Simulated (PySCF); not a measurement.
Geometry:
| atom | x (Å) | y (Å) | z (Å) |
| --- | --- | --- | --- |
| C1 | 2.376 | 0.215 | 1.755 |
| C2 | 1.059 | 0.034 | 1.653 |
| C3 | 0.408 | -0.752 | 0.558 |
| N4 | -0.458 | 0.034 | -0.358 |
| C5 | 0.316 | 1.041 | -1.094 |
| C6 | -1.583 | 0.660 | 0.348 |
| Al7 | -1.247 | -1.306 | -1.734 |
| H8 | 2.815 | 0.771 | 2.587 |
| H9 | 3.067 | -0.202 | 1.015 |
| H10 | 0.404 | 0.457 | 2.424 |
| H11 | -0.226 | -1.549 | 0.980 |
| H12 | 1.170 | -1.244 | -0.066 |
| H13 | 1.117 | 0.543 | -1.657 |
| H14 | -0.346 | 1.550 | -1.807 |
| H15 | 0.761 | 1.782 | -0.409 |
| H16 | -2.261 | 1.111 | -0.390 |
| H17 | -1.240 | 1.443 | 1.044 |
| H18 | -2.138 | -0.108 | 0.903 |
| H19 | -2.114 | -0.295 | -2.637 |
| H20 | -2.054 | -2.275 | -0.734 |
| H21 | 0.113 | -1.883 | -2.372 |

Geometry: PBE0-D3(BJ)/def2-SVP; GIAO absolute shieldings from PySCF 2.14, gas phase, non-relativistic, averaged over equivalent atoms.

At PBE0/pcSseg-1 (196 basis functions, 38 s wall time on 1 thread of an Arm Neoverse V1, shared host):
```csv
atoms,σ (ppm)
C2,47.6
C1,50.1
C3,123.7
C5/C6,142.0
N4,217.3
Al7,404.2
H10,25.18
H8,25.45
H9,25.54
H19/H20/H21,27.25
H11/H12,27.83
H13/H14/H15/H16/H17/H18,28.86
```

Problem. What do these become at PBE/pcSseg-1?

Solution. 
| atoms | σ at PBE/pcSseg-1 | change |
| --- | --- | --- |
| C2 | 44.2 | -3.4 |
| C1 | 48.0 | -2.1 |
| C3 | 116.4 | -7.3 |
| C5/C6 | 136.3 | -5.7 |
| N4 | 205.3 | -12.0 |
| Al7 | 387.4 | -16.8 |
| H10 | 25.08 | -0.10 |
| H8 | 25.45 | +0.00 |
| H9 | 25.55 | +0.01 |
| H19/H20/H21 | 27.01 | -0.24 |
| H11/H12 | 27.63 | -0.20 |
| H13/H14/H15/H16/H17/H18 | 28.73 | -0.13 |

The largest change is at Al7 (aluminium bonded to N, 3 H). Cost: 196 basis functions, 49 s wall time on 1 thread of an Arm Neoverse V1, shared host. The order of the carbon signals is the same at both levels.
